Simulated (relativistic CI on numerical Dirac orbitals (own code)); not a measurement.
**What each ingredient does to the levels of Rh⁴⁰⁺**

Base calculation: Dirac-Coulomb-Breit CI, orbitals from a KLI potential per configuration, model QED, unscaled Slater integrals.

CI space (outside the closed core 1s2): 2s²2p, 2s2p², 2p³, 2p²3s, 2p²3p, 2p²3d, 2s²3s, 2s²3p, 2s²3d, 2s2p3s, 2s2p3p, 2s2p3d, 2s²4s, 2s²4p, 2s²4d, 2s²4f. Levels of other configurations are missing.

The lowest level and the first level of each name with at least 55 % of one term (blank where a level has no safe partner in the second run):

```csv
Level,Base (eV),Shift (eV)
2s²2p ²P°1/2,0.00,0.00
2s2p² ⁴P1/2,123.57,-0.20
2s²2p ²P°3/2,161.42,+0.02
2s2p² ⁴P3/2,248.56,-0.29
2s2p² ²D3/2,316.52,+0.27
2s2p² ²P1/2,320.34,+0.30
2s2p² ²S1/2,489.14,-0.10
2s2p² ²P3/2,490.51,+0.41
2p³ ²D°5/2,608.06,+0.13
2p³ ²P°1/2,639.80,+0.04
2s²3s ²S1/2,3449.86,
2s²3p ²P°1/2,3494.46,
2s2p3s ⁴P°1/2,3536.79,
2s²3p ²P°3/2,3537.58,
```

At this charge energies of transitions that change n are usually good to better than 1 %, and those within a shell (Δn = 0) to a few per cent.

Problem. One thing was changed in a second run, which moved the levels as shown. Which?
A. Breit term removed
B. only the first 3 configurations
C. P86 correlation estimate
D. QED terms removed
E. non-relativistic limit

Solution. B. Only the first 3 configurations. With fewer configurations the levels that remain lose their mixing partners.

LS names give the leading component of a level, which can be under half, so a name can repeat, a term be missing and a line seem to break the LS rules.
